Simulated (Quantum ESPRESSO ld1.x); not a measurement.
Task: Species: Os3+. Configuration: [Xe] 4f14 5d5 (the NIST ground configuration). All-electron calculation, scalar-relativistic Kohn-Sham, Engel-Vosko exchange with Perdew-Wang LDA correlation, spin-unpolarised, spherical densities, point nucleus. Program: ld1.x of Quantum ESPRESSO 7.5. Some entries of the table are withheld. Estimate them.

orbital  occ.  eigenvalue (eV)  <r^2> (bohr^2)  r(max) (bohr)
1s          2         -73917.5       0.0004330          0.011
2s          2              (1)        0.006637          0.063
2p          6         -11230.7        0.005534          0.052
3s          2         -3026.38         0.04294          0.179
3p          6         -2536.35         0.04387          0.177
3d         10         -1991.19         0.03636          0.145
4s          2         -663.609          0.2103          0.404
4p          6         -503.003          0.2398          0.424
4d         10         -304.019          0.2764          0.434
5s          2              (2)           1.131          0.913
4f         14         -82.8758          0.3806          0.407
5p          6         -81.3002           1.517           1.03
5d          5         -34.9661           3.023            (3)
6s          0         -30.6179           7.117           2.27
6p          0         -22.8045           10.39           2.82

Result: 
(1) 2s eigenvalue (eV): -12900.2
(2) 5s eigenvalue (eV): -122.185
(3) 5d r(max) (bohr): 1.32
